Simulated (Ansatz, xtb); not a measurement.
## Two isomers of C5H7NOS

Structure a: `C/C(O)=C(\S)CC#N`, a singlet. Structure b: `C/C(O)=C(/S)CC#N`, a singlet. Both are isolated molecules in the gas phase, relaxed with r2SCAN-D4/def2-SVP; the shapes shown needn't be the lowest conformers.

a (Å):

```yaml
atoms:
  - { symbol: C, position_ang: [-0.6168, 0.4790, 0.9780] }
  - { symbol: C, position_ang: [0.3274, -0.1762, 0.0257] }
  - { symbol: C, position_ang: [0.5587, 0.1942, -1.2590] }
  - { symbol: C, position_ang: [1.5473, -0.5641, -2.1183] }
  - { symbol: C, position_ang: [2.5514, 0.3249, -2.7022] }
  - { symbol: N, position_ang: [3.3225, 1.0669, -3.1576] }
  - { symbol: O, position_ang: [0.9868, -1.2699, 0.5063] }
  - { symbol: S, position_ang: [-0.3857, 1.4747, -2.0410] }
  - { symbol: H, position_ang: [-1.0025, 1.4213, 0.5711] }
  - { symbol: H, position_ang: [-1.4725, -0.1820, 1.2018] }
  - { symbol: H, position_ang: [-0.0997, 0.6892, 1.9313] }
  - { symbol: H, position_ang: [0.7613, -1.3878, 1.4378] }
  - { symbol: H, position_ang: [0.6630, 2.2604, -2.3972] }
  - { symbol: H, position_ang: [2.0575, -1.3338, -1.5182] }
  - { symbol: H, position_ang: [1.0282, -1.0784, -2.9477] }
```

b (Å):

```csv
atom,x (Å),y (Å),z (Å)
C,-0.2975,1.3431,1.2369
C,0.4790,0.0677,1.2284
C,0.8320,-0.6613,0.1307
C,0.5339,-0.2910,-1.3011
C,1.7621,0.0044,-2.0460
N,2.7629,0.2158,-2.5992
O,0.8061,-0.3084,2.4731
S,1.7054,-2.1965,0.3928
H,-0.6102,1.6736,0.2410
H,-1.1895,1.2202,1.8718
H,0.3148,2.1347,1.6977
H,1.3285,-1.1357,2.3857
H,2.9518,-1.7719,0.0542
H,-0.1303,0.5848,-1.3674
H,0.0189,-1.1206,-1.8183
```

**Question.** Estimate E(b) − E(a) at the level CCSD(T)/def2-SVP + ΔMP2/def2-TZVPP.

**Answer.** Calculated at CCSD(T)/def2-SVP + ΔMP2/def2-TZVPP: E(b) − E(a) = −11.4 kJ/mol, so structure b lies lower.

Level by level:

```csv
level,geometry,E(b) − E(a) (kJ/mol),departure from the last row (kJ/mol),"job, with rough time for the two"
r2SCAN-D4/def2-SVP,r2SCAN-D4/def2-SVP,−16.8,−5.4,"optimisation, 2.9 min"
HF/def2-SVP,r2SCAN-D4/def2-SVP,−12.4,−1.0,part of the CCSD(T) run
MP2/def2-SVP,r2SCAN-D4/def2-SVP,−13.8,−2.4,part of the CCSD(T) run
CCSD(T)/def2-SVP,r2SCAN-D4/def2-SVP,−12.5,−1.2,single point
CCSD(T)/def2-SVP + ΔMP2/def2-TZVPP,r2SCAN-D4/def2-SVP,−11.4,,"single point, 2.1 min"
```

As drawn, both hold the same kinds of bond in the same numbers.

None of the levels shown reverses the order. The largest departure from CCSD(T)/def2-SVP + ΔMP2/def2-TZVPP is that of r2SCAN-D4/def2-SVP, 5.4 kJ/mol. No reliable frequencies are at hand for b, so it isn't confirmed as a minimum. Levels run at GFN2-xTB geometries aren't shown. The last row adds to CCSD(T) the change of the MP2 difference between the two basis sets, here +1.2 kJ/mol.

The correlated steps freeze 12 core orbitals. Programs: Ansatz 0.2.0, xtb 6.7.1; the last row on 2 threads of Intel(R) Xeon(R) Platinum 8488C (Sapphire Rapids) on a shared host.
